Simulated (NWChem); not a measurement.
System: CH4SSe; SMILES S[Se]C

Output (shortened):

```
             Northwest Computational Chemistry Package (NWChem) 7.3.0
             --------------------------------------------------------

 C1  symmetry detected

                             Geometry "geometry" -> ""
                             -------------------------

 Output coordinates in angstroms (scale by  1.889725989 to convert to a.u.)

  No.       Tag          Charge          X              Y              Z
 ---- ---------------- ---------- -------------- -------------- --------------
    1 Se                  34.0000    -0.46198614    -0.45711486     0.00827589
    2 C                    6.0000     1.27016487    -1.34513588     0.01168609
    3 H                    1.0000     1.06139817    -2.42381316     0.07555652
    4 H                    1.0000     1.85439439    -1.03229071     0.88616581
    5 H                    1.0000     1.81805280    -1.13261287    -0.91528045
    6 S                   16.0000     0.19125484     1.64725035     0.05522351
    7 H                    1.0000     0.29261661     1.84543173    -1.28151497

 Effective nuclear repulsion energy (a.u.)     254.2030432795

  perdew86 is a nonlocal functional; adding perdew81 local functional.

                                 NWChem DFT Module
                                 -----------------

 Summary of "ao basis" -> "ao basis" (spherical)
 ------------------------------------------------------------------------------
       Tag                 Description            Shells   Functions and Types
 ---------------- ------------------------------  ------  ---------------------
 Se                         def2-svp                12       32   5s4p3d
 C                          def2-svp                 6       14   3s2p1d
 H                          def2-svp                 3        5   2s1p
 S                          def2-svp                 8       18   4s3p1d

            General Information
            -------------------
          SCF calculation type: DFT
          Wavefunction type:  closed shell.
          No. of atoms     :     7
          No. of electrons :    60
           Alpha electrons :    30
            Beta electrons :    30
          Charge           :     0
          Spin multiplicity:     1
          Use of symmetry is: off; symmetry adaption is: off
          Maximum number of iterations: 150
          AO basis - number of functions:    84
                     number of shells:    38
          Convergence on energy requested:  1.00D-06
          Convergence on density requested:  1.00D-05
          Convergence on gradient requested:  5.00D-04

              XC Information
              --------------
                    Becke 1988 Exchange Functional  1.000
                Perdew 1981 Correlation Functional  1.000 local
                Perdew 1986 Correlation Functional  1.000 non-local

             Grid Information
             ----------------
          Grid used for XC integration:  medium
          Radial quadrature: Mura-Knowles
          Angular quadrature: Lebedev.
          Tag              B.-S. Rad. Rad. Pts. Rad. Cut. Ang. Pts.
          ---              ---------- --------- --------- ---------
          Se                  1.15      112           8.0       590
          C                   0.70       49          10.0       434
          H                   0.35       45          11.0       434
          S                   1.00       88          11.0       590
          Grid pruning is: on
          Number of quadrature shells:   429
          Spatial weights used:  Erf1

      Superposition of Atomic Density Guess
      -------------------------------------

 Sum of atomic energies:       -2836.48103025

      Non-variational initial energy
      ------------------------------

 Total energy =   -2837.507024
 1-e energy   =   -4451.803959
 2-e energy   =    1360.093892
 HOMO         =      -0.242940
 LUMO         =      -0.000398

     ---------------------------------------------
      Total Density - Mulliken Population Analysis
     ---------------------------------------------

    Atom       Charge   Shell Charges
 -----------   ------   -------------------------------------------------------
    1 Se  34    34.01   2.00  2.00  2.00  1.33  0.55  6.00  5.98  1.79  2.27  8.20  1.75  0.13
    2 C    6     6.28   1.99  0.95  0.26  1.95  1.11  0.02
    3 H    1     0.88   0.66  0.19  0.02
    4 H    1     0.89   0.67  0.19  0.03
    5 H    1     0.89   0.67  0.19  0.03
    6 S   16    16.23   2.00  1.99  1.20  0.64  5.94  1.71  2.70  0.04
    7 H    1     0.82   0.59  0.20  0.03

   convergence    iter        energy       DeltaE   RMS-Dens  Diis-err
 ---------------- ----- ----------------- --------- --------- ---------
 d= 0,ls=0.0,diis     1  -2840.0912374183 -3.09D+03  9.37D-03  4.05D-01
 d= 0,ls=0.0,diis     2  -2840.1128960229 -2.17D-02  5.07D-03  1.21D-01
 d= 0,ls=0.0,diis     3  -2840.1236245502 -1.07D-02  2.45D-03  4.01D-02
 d= 0,ls=0.0,diis     4  -2840.1285698988 -4.95D-03  9.44D-04  6.84D-03
 d= 0,ls=0.0,diis     5  -2840.1295335994 -9.64D-04  2.14D-04  2.54D-04
  Resetting Diis
 d= 0,ls=0.0,diis     6  -2840.1295731008 -3.95D-05  6.02D-05  1.00D-05
 d= 0,ls=0.0,diis     7  -2840.1295743738 -1.27D-06  6.33D-05  3.58D-06
 d= 0,ls=0.0,diis     8  -2840.1295729361  1.44D-06  4.31D-05  1.34D-05
 d= 0,ls=0.0,diis     9  -2840.1295748806 -1.94D-06  2.48D-06  2.82D-08
 d= 0,ls=0.0,diis    10  -2840.1295749004 -1.97D-08  5.09D-07  1.59D-09

         Total DFT energy =    -2840.129574900356
      One electron energy =    -4453.270940733385
           Coulomb energy =     1478.986273847773
    Exchange-Corr. energy =     -120.047951294220
 Nuclear repulsion energy =      254.203043279476

 Numeric. integr. density =       59.999993835860

                       DFT Final Molecular Orbital Analysis
                       ------------------------------------

 Vector   28  Occ=2.000000D+00  E=-2.963758D-01
              MO Center= -7.2D-02,  3.2D-01,  6.3D-02, r^2= 3.6D+00
   Bfn.  Coefficient  Atom+Function         Bfn.  Coefficient  Atom+Function
  ----- ------------  ---------------      ----- ------------  ---------------
    73      0.337108  6 S  py                12     -0.286577  1 Se px
    70      0.282551  6 S  py                15     -0.263385  1 Se px
     4      0.207647  1 Se s                 13     -0.190313  1 Se py
     9      0.182285  1 Se px                36      0.177475  2 C  px
     5      0.175006  1 Se s                 16     -0.163544  1 Se py

 Vector   29  Occ=2.000000D+00  E=-2.232150D-01
              MO Center=  2.0D-01,  1.3D+00,  3.3D-02, r^2= 2.5D+00
   Bfn.  Coefficient  Atom+Function         Bfn.  Coefficient  Atom+Function
  ----- ------------  ---------------      ----- ------------  ---------------
    72      0.606085  6 S  px                69      0.421691  6 S  px
    66      0.240350  6 S  px                35     -0.177531  2 C  s
    73     -0.161990  6 S  py                36      0.138429  2 C  px
     5      0.128898  1 Se s                 12     -0.126247  1 Se px
    37     -0.110852  2 C  py                39      0.108274  2 C  px

 Vector   30  Occ=2.000000D+00  E=-1.996032D-01
              MO Center= -2.9D-01, -3.2D-01, -2.2D-02, r^2= 2.4D+00
   Bfn.  Coefficient  Atom+Function         Bfn.  Coefficient  Atom+Function
  ----- ------------  ---------------      ----- ------------  ---------------
    17      0.616105  1 Se pz                14      0.499730  1 Se pz
    11     -0.316814  1 Se pz                80      0.145873  7 H  s
    65     -0.136679  6 S  s                 81      0.115178  7 H  s
    57      0.114502  5 H  s                 52     -0.109851  4 H  s
     8      0.102840  1 Se pz                38     -0.096353  2 C  pz

 Vector   31  Occ=0.000000D+00  E=-6.877285D-02
              MO Center= -1.6D-01,  3.7D-01,  7.9D-03, r^2= 3.5D+00
   Bfn.  Coefficient  Atom+Function         Bfn.  Coefficient  Atom+Function
  ----- ------------  ---------------      ----- ------------  ---------------
    16      0.758677  1 Se py                73      0.690000  6 S  py
    13      0.400300  1 Se py                65     -0.368282  6 S  s
     4      0.302177  1 Se s                 70      0.302370  6 S  py
    10     -0.244511  1 Se py                72      0.237844  6 S  px
    64     -0.216283  6 S  s                 15      0.196938  1 Se px

 Vector   32  Occ=0.000000D+00  E=-2.450592D-03
              MO Center=  2.7D-01, -5.3D-01, -8.3D-02, r^2= 4.1D+00
   Bfn.  Coefficient  Atom+Function         Bfn.  Coefficient  Atom+Function
  ----- ------------  ---------------      ----- ------------  ---------------
    35      1.475955  2 C  s                 15     -0.949319  1 Se px
     5     -0.693198  1 Se s                 39     -0.500389  2 C  px
    58     -0.380128  5 H  s                 53     -0.370049  4 H  s
    81     -0.346073  7 H  s                 48     -0.330224  3 H  s
    16      0.324236  1 Se py                40      0.322652  2 C  py

 Vector   33  Occ=0.000000D+00  E= 4.066217D-03
              MO Center=  2.2D-01,  1.5D+00, -7.8D-01, r^2= 3.4D+00
   Bfn.  Coefficient  Atom+Function         Bfn.  Coefficient  Atom+Function
  ----- ------------  ---------------      ----- ------------  ---------------
    81      1.165305  7 H  s                 74      0.825411  6 S  pz
    65     -0.630950  6 S  s                 80      0.321982  7 H  s
     4     -0.264831  1 Se s                 71      0.265811  6 S  pz
    39     -0.257348  2 C  px                64     -0.250038  6 S  s
    15     -0.236362  1 Se px                53      0.172735  4 H  s

     ---------------------------------------------
      Total Density - Mulliken Population Analysis
     ---------------------------------------------

[...]
```

Level: BP86/def2-SVP. Geometry: optimised at PBE0/def2-SVP.

Task: Reconstruct the input file.

Result: This is not unique; one that fits is the input that was run:
```
start job
memory heap 200 mb stack 900 mb global 1100 mb
geometry units angstroms noautoz
  Se    -0.468172    -0.464427     0.019515
  C      1.265153    -1.350086     0.007997
  H      1.058393    -2.429081     0.073018
  H      1.856229    -1.036911     0.877745
  H      1.805002    -1.136321    -0.923390
  S      0.182576     1.640802     0.062161
  H      0.272517     1.839835    -1.275268
end
basis spherical
  Se library def2-svp
  C library def2-svp
  H library def2-svp
  S library def2-svp
end
dft
  xc becke88 perdew86
  iterations 150
  mulliken
end
task dft energy
```
